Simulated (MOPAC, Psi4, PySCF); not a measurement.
Interaction energy of Cl2 ··· H6Si2 (SMILES ClCl and [SiH3][SiH3]). Monomers: optimised at B3LYP-D3(BJ) (def2-TZVP), held rigid. Orientation: lowest of the rigid-body minima from ten starts at GFN2-xTB. R is the distance of the centres of mass, along which the second monomer moves.

Geometry at R = 5.35 Å (first 2 atoms: monomer A):
```
10

Cl     1.0067     0.0000     0.0000
Cl    -1.0067     0.0000     0.0000
Si     4.1693    -0.0648    -0.2469
Si     6.5110    -0.0968    -0.3546
H      3.6115     0.6861    -1.3980
H      3.7209     0.5882     1.0071
H      3.6338    -1.4476    -0.2788
H      7.0686    -0.8478     0.7965
H      7.0465     1.2860    -0.3226
H      6.9595    -0.7498    -1.6086
```

- SAPT0/jun-cc-pVDZ, frozen core (Psi4)
- RKS-B3LYP/6-31G* = restricted B3LYP/6-31G*, spherical d, no counterpoise correction in PySCF 2.14.0
- PM3, restricted, heats of formation (MOPAC)
- RKS-BP86/6-31G* = PySCF with restricted BP86/6-31G*, spherical d, no counterpoise correction
- B3LYP-D3(BJ)/def2-TZVP, counterpoise-corrected (Psi4)

Interaction energies in kJ/mol (negative: bound); R is the distance of the centres of mass, d the Cl1···H6 distance.

```csv
R / Å,d / Å,SAPT0/jun-cc-pVDZ,RKS-B3LYP/6-31G*,PM3,RKS-BP86/6-31G*,B3LYP-D3(BJ)/def2-TZVP
4.76,2.44,79.09,68.42,-2.85,54.34,54.34
4.98,2.63,39.01,32.07,-12.14,23.95,21.60
5.16,2.79,20.92,16.65,-9.41,11.88,7.87
5.35,2.95,10.12,8.06,-5.17,5.70,0.47
5.53,3.12,4.54,3.93,-2.18,3.07,-2.73
5.77,3.34,0.93,1.46,-0.06,1.74,-4.01
6.05,3.59,-0.58,0.48,0.68,1.31,-3.68
6.37,3.89,-0.92,0.23,0.64,1.11,-2.69
6.82,4.32,-0.75,0.18,0.35,0.77,-1.54
7.55,5.02,-0.40,0.08,0.12,0.25,-0.66
8.58,6.02,-0.17,0.01,0.05,0.02,-0.27
9.84,7.25,-0.07,-0.01,0.03,-0.01,-0.10
```

Lowest grid point: SAPT0/jun-cc-pVDZ -0.92 kJ/mol at R = 6.37 Å; RKS-B3LYP/6-31G* -0.01 kJ/mol at R = 9.84 Å; PM3 -12.14 kJ/mol at R = 4.98 Å; RKS-BP86/6-31G* -0.01 kJ/mol at R = 9.84 Å; B3LYP-D3(BJ)/def2-TZVP -4.01 kJ/mol at R = 5.77 Å.
